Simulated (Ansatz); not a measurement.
C$_{2}$H$_{10}$AlNOSi (SMILES C[N](C)[Al]([OH])[SiH3]), singlet, geometry from GFN2-xTB (such geometries of metal compounds can be far from the true shape); PBE/def2-TZVPP run with Ansatz (a first-principles code).

Here is a job for Ansatz.
Ansatz 0.2 input:
```yaml
crystal:
  periodic: [false, false, false]
  atoms:
    - {symbol: Al, position_ang: [-0.15533840, 0.60490829, -0.01043771]}
    - {symbol: N, position_ang: [-0.62359945, -1.00575653, -0.70340146]}
    - {symbol: C, position_ang: [-1.70811982, -1.28896215, -1.62135536]}
    - {symbol: C, position_ang: [0.12047638, -2.19516466, -0.34597561]}
    - {symbol: H, position_ang: [-1.33648473, -1.72364816, -2.55828648]}
    - {symbol: H, position_ang: [-2.42779323, -1.99379876, -1.18520270]}
    - {symbol: H, position_ang: [-2.22586151, -0.35711786, -1.84944549]}
    - {symbol: H, position_ang: [-0.52138685, -2.93847416, 0.14395702]}
    - {symbol: H, position_ang: [0.57023346, -2.66771520, -1.22856934]}
    - {symbol: H, position_ang: [0.92089308, -1.91653478, 0.34559643]}
    - {symbol: O, position_ang: [-0.97067214, 1.98123639, -0.40512022]}
    - {symbol: H, position_ang: [-1.46718713, 2.74707558, -0.66067473]}
    - {symbol: Si, position_ang: [1.69198239, 0.75852738, 1.52457758]}
    - {symbol: H, position_ang: [1.90372686, 2.14182031, 1.99857370]}
    - {symbol: H, position_ang: [3.00850712, 0.35404238, 0.98908047]}
    - {symbol: H, position_ang: [1.56343274, -0.03367518, 2.76533318]}
basis:
  gaussian:
    orbitals: def2-TZVPP
hamiltonian:
  xc: pbe
```

Output, abridged:

```
Functional definition: PBE
1813 factors; their error is unknown
mean field evaluation 1: about -20215.8995 eV, gradient 1.0e2 eV
mean field evaluation 2: about -20090.1456 eV, gradient 2.3e2 eV
mean field evaluation 4: about -20236.7438 eV, gradient 2.9e1 eV
mean field evaluation 8: about -20238.3851 eV, gradient 2.7e-1 eV
mean field evaluation 16: about -20238.3430 eV, gradient 5.0e-4 eV
mean field -20238.34295010 eV, -743.7453853747 hartree, gradient 5.7e-5 eV, S^2 0.000000; 0 other end points of the search recorded, 0 dependent functions left out
reference -20238.34301004 eV, -743.7453875775 hartree; 32, 32 occupied and 316, 316 virtual orbitals, 1813 factors
Total energy: -20238.34301004 eV, -743.7453875775 hartree
```
